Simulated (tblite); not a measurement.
C₆H₇N.
Bonds: C1–C2 (double), C2–C3, C3–C4 (aromatic), C4–C5 (aromatic), C5–C6 (aromatic), C6–N7 (aromatic), C3–N7 (aromatic). Hydrogens: H8, H9 on C1; H10 on C2; H11 on C4; H12 on C5; H13 on C6; H14 on N7.

The geometry is computed with GFN2-xTB (gas phase).

Q: List the bond lengths, angles and torsions at this level.

A: 
```csv
bond,length (Å),order
C1=C2,1.331,double
C2–C3,1.438,single
C3–C4,1.383,aromatic
C4–C5,1.403,aromatic
C5–C6,1.372,aromatic
C6–N7,1.355,aromatic
C3–N7,1.367,aromatic
C1–H8,1.078,single
C1–H9,1.075,single
C2–H10,1.082,single
C4–H11,1.072,single
C5–H12,1.072,single
C6–H13,1.073,single
N7–H14,1.005,single
```

Orders are formal, as drawn. A selection of angles:
```csv
angle,degrees
C2–C1–H8,122.9
C2–C1–H9,121.4
H8–C1–H9,115.7
C1–C2–C3,126.4
C1–C2–H10,119.5
C3–C2–H10,114.1
C2–C3–C4,128.8
C2–C3–N7,124.2
C4–C3–N7,107.0
C3–C4–C5,107.7
C3–C4–H11,125.8
C5–C4–H11,126.5
C4–C5–C6,107.1
C4–C5–H12,126.6
C6–C5–H12,126.3
C5–C6–N7,108.3
C5–C6–H13,130.2
N7–C6–H13,121.5
C6–N7–H14,125.5
C3–N7–C6,109.9
C3–N7–H14,124.6
```

Dihedral angles: C1–C2–C3–C4 180° (antiperiplanar).

The C–C distances run from 1.331 Å (C1=C2, drawn double) to 1.438 Å (C2–C3, drawn single), a spread of 0.107 Å. The 5-membered ring C3–C4–C5–C6–N7 has internal angles of 107.0° to 109.9°; it is planar, 0.00 Å rms from its mean plane, widest ring torsion 0°. N7 (pyrrole-type nitrogen) is planar (angles 125.5°, 124.6° and 109.9°, sum 360.0°, 0.00 Å off the plane of its three neighbours). Of the pairs four or more bonds apart, H8···H14 is among the closest relative to their van der Waals radii: 2.25 Å, 94 % of the sum of Bondi's values. The 7 heavy atoms lie in one plane (0.000 Å rms).

Point group: Cs (tolerance 0.08 Å). Its GFN2-xTB frequencies are all real (lowest 98 cm⁻¹). The numbers are those of one conformer. 2 starts were optimised and ended at 0.00 and 0.35 kcal/mol (GFN2-xTB); the lowest of these is shown.

The run took 0.21 s of wall time on one thread, Arm Neoverse N1 (aarch64) (shared host). That covers the optimisation of the geometry.
